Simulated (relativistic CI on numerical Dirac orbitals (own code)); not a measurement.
**Ligand-field terms of d3**

Computed with a parametric ligand-field model of a d^n configuration (Racah B and C, spin-orbit zeta, crystal field), exact diagonalisation.

Field parameters in Wybourne normalisation: Oh B⁴₀ = 21Dq, B⁴₄ = √(5/14) B⁴₀. The field is a parameter set, without covalency.

Task: A d3 ion in Oh symmetry has the ground term 4A2 and bands at 2E 18887 cm⁻¹ (529 nm), 2T1 19644 cm⁻¹ (509 nm), 4T2 23850 cm⁻¹ (419 nm), 2T2 28610 cm⁻¹ (350 nm), 4T1 32819 cm⁻¹ (305 nm), 4T1 51931 cm⁻¹ (193 nm). Which parameters reproduce them?

Result: B = 880, C = 4110, ζ = 0 cm⁻¹, Oh, 10Dq = 23850 cm⁻¹.

Task: Ground term and bands for B = 320, C = 1510, ζ = 0 cm⁻¹, Oh, 10Dq = 20700 cm⁻¹?

Result: Ground term 4A2 with 0.00 electrons in the two orbitals of the cubic e set. Spin-allowed: 4T2 20700 cm⁻¹ (483 nm), 4T1 24335 cm⁻¹ (411 nm), 4T1 42565 cm⁻¹ (235 nm). Lowest spin-forbidden: 2E 7111 cm⁻¹ (1406 nm), 2T1 7304 cm⁻¹ (1369 nm), 2T2 11444 cm⁻¹ (874 nm). With an A2 ground term the first spin-allowed band lies at |10Dq| itself.

Task: Ground term and bands for B = 460, C = 2230, ζ = 0 cm⁻¹, Oh, 10Dq = 5800 cm⁻¹?

Result: Ground term 4A2 with 0.00 electrons in the two orbitals of the cubic e set. Spin-allowed: 4T2 5800 cm⁻¹ (1724 nm), 4T1 9268 cm⁻¹ (1079 nm), 4T1 15032 cm⁻¹ (665 nm). Lowest spin-forbidden: 2E 9859 cm⁻¹ (1014 nm), 2T1 10275 cm⁻¹ (973 nm), 2T2 13634 cm⁻¹ (733 nm). With an A2 ground term the first spin-allowed band lies at |10Dq| itself.

Task: Ground term and bands for B = 750, C = 2910, ζ = 0 cm⁻¹, Oh, 10Dq = 16000 cm⁻¹?

Result: Ground term 4A2 with 0.00 electrons in the two orbitals of the cubic e set. Spin-allowed: 4T2 16000 cm⁻¹ (625 nm), 4T1 23172 cm⁻¹ (432 nm), 4T1 36078 cm⁻¹ (277 nm). Lowest spin-forbidden: 2E 14150 cm⁻¹ (707 nm), 2T1 14859 cm⁻¹ (673 nm), 2T2 21173 cm⁻¹ (472 nm). With an A2 ground term the first spin-allowed band lies at |10Dq| itself.

Task: A d3 ion in Oh symmetry has the ground term 4A2 and bands at 2E 9959 cm⁻¹ (1004 nm), 2T1 10400 cm⁻¹ (962 nm), 4T2 11800 cm⁻¹ (847 nm), 2T2 14983 cm⁻¹ (667 nm), 4T1 16653 cm⁻¹ (600 nm), 4T1 26097 cm⁻¹ (383 nm). Which parameters reproduce them?

Result: B = 490, C = 2120, ζ = 0 cm⁻¹, Oh, 10Dq = 11800 cm⁻¹.
